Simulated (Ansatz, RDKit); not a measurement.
Complex: CH5N (SMILES CN) (first 7 atoms) with CH6Si (SMILES C[SiH3]); geometry from B3LYP-D3(BJ)/def2-TZVP, rigid monomers moved along the line of their centres of mass till H6···Si9 is 3.70 Å.
(charge 0, multiplicity 1):
```json
[
 {"atom": "C", "x (Å)": "-0.9787", "y (Å)": "0.2707", "z (Å)": "0.0891"},
 {"atom": "N", "x (Å)": "0.4280", "y (Å)": "0.1575", "z (Å)": "0.4703"},
 {"atom": "H", "x (Å)": "-1.2348", "y (Å)": "-0.5492", "z (Å)": "-0.5836"},
 {"atom": "H", "x (Å)": "-1.1271", "y (Å)": "1.2007", "z (Å)": "-0.4617"},
 {"atom": "H", "x (Å)": "-1.6881", "y (Å)": "0.2560", "z (Å)": "0.9270"},
 {"atom": "H", "x (Å)": "0.5962", "y (Å)": "-0.7062", "z (Å)": "0.9716"},
 {"atom": "H", "x (Å)": "0.6962", "y (Å)": "0.9170", "z (Å)": "1.0842"},
 {"atom": "C", "x (Å)": "1.5339", "y (Å)": "-0.2059", "z (Å)": "4.6984"},
 {"atom": "Si", "x (Å)": "-0.3273", "y (Å)": "-0.0785", "z (Å)": "4.4983"},
 {"atom": "H", "x (Å)": "1.8068", "y (Å)": "-1.1437", "z (Å)": "5.1857"},
 {"atom": "H", "x (Å)": "1.9137", "y (Å)": "0.6139", "z (Å)": "5.3109"},
 {"atom": "H", "x (Å)": "2.0424", "y (Å)": "-0.1681", "z (Å)": "3.7336"},
 {"atom": "H", "x (Å)": "-0.8465", "y (Å)": "-1.1959", "z (Å)": "3.6731"},
 {"atom": "H", "x (Å)": "-0.7009", "y (Å)": "1.1972", "z (Å)": "3.8412"},
 {"atom": "H", "x (Å)": "-0.9912", "y (Å)": "-0.1313", "z (Å)": "5.8237"}
]
```

Counterpoise-corrected where a basis set is named; no monomer relaxation.

Frozen-core correlation.

Codes used: Ansatz (Gaussian orbitals); RDKit for the force fields. Values without a source in brackets are computed.

Question: What is the computed interaction energy (MMFF94)?

Answer: -26 meV

Question: Estimate the interaction energy that MP2/aug-cc-pV(D+d)Z returns for this input.

Answer: -42 meV

Question: Predict the interaction energy from B3LYP/def2-TZVPPD.

Answer: 11 meV

Ansatz is an electronic-structure program.
